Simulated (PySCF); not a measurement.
## Ionisation energy along the 14-electron series

Calculated with PySCF 2.14 and a two-component X2C-1e Hamiltonian (Gaussian nucleus, no Breit or QED terms), each ion in its own even-tempered basis scaled to its charge; GMP2 freezes 1s2 and drops the highest virtual spinors. Values in eV. NIST values: (m) measured, (s) semi-empirical, (t) theoretical.

| ion | configuration | GHF (spin-free) | GMP2 (spin-free) | GHF (screened spin-orbit) | GMP2 (screened spin-orbit) | NIST |
| --- | --- | --- | --- | --- | --- | --- |
| Nb(27+) | [Ne] 3s2 3p2 | 1426.4 | 1427.1 | 1434.9 | 1436.8 | 1439 ± 3 (s) |
| Mo(28+) | [Ne] 3s2 3p2 | 1522.7 | 1523.4 | 1532.9 | 1534.7 | 1537 ± 3 (s) |
| Tc(29+) | [Ne] 3s2 3p2 | 1622.2 | 1622.9 | 1634.3 | 1636.1 | 1638 ± 4 (s) |

Between Z = 41 and Z = 43 the GMP2 (screened spin-orbit) value grows as Z to the power 2.73.
